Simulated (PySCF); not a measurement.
Au(Me)(CNMe) (C3H6AuN), SMILES [N+](#[C-]->[Au][CH3])C, multiplicity 1. Atoms are numbered in the order given.

```xyz
11

Au     0.0000     0.0000     0.5146
C      0.0000     0.0000     2.5747
H      0.8969     0.5178     2.9762
H     -0.8969     0.5178     2.9762
H      0.0000    -1.0356     2.9762
C      0.0000     0.0000    -4.0591
N      0.0000     0.0000    -2.6491
C      0.0000     0.0000    -1.4680
H     -0.9011     0.5203    -4.4423
H      0.9011     0.5203    -4.4423
H      0.0000    -1.0406    -4.4423
```
Charge 0, spin multiplicity 1.

The structure is a stationary point at PBE-D3(BJ)/def2-SVP. The multiplicity is an assumed one; other spin states were not compared. The isomer is the one that the SMILES or the coordinates give; other isomers of the formula were not compared. The def2 effective core potentials stand for the cores of Au; spin–orbit coupling is left out.

Computed with HF/def2-TZVP in PySCF.

Computed frontier levels, gap, dipole moment and polarisability:
```json
{
  "highest_occupied_level": "-8.63 eV",
  "lowest_empty_level": "2.15 eV",
  "orbital_gap": "10.79 eV",
  "dipole_moment": "8.00 D",
  "quadrupole, principal values (traceless, Buckingham form, about the centre of nuclear charge)": "-7.79, -7.79, 15.58 D·Å",
  "mean_static_polarisability": "74.2 bohr³ (10.99 Å³)",
  "polarisability_principal_values": "57.0, 57.0, 108.5 bohr³"
}
```
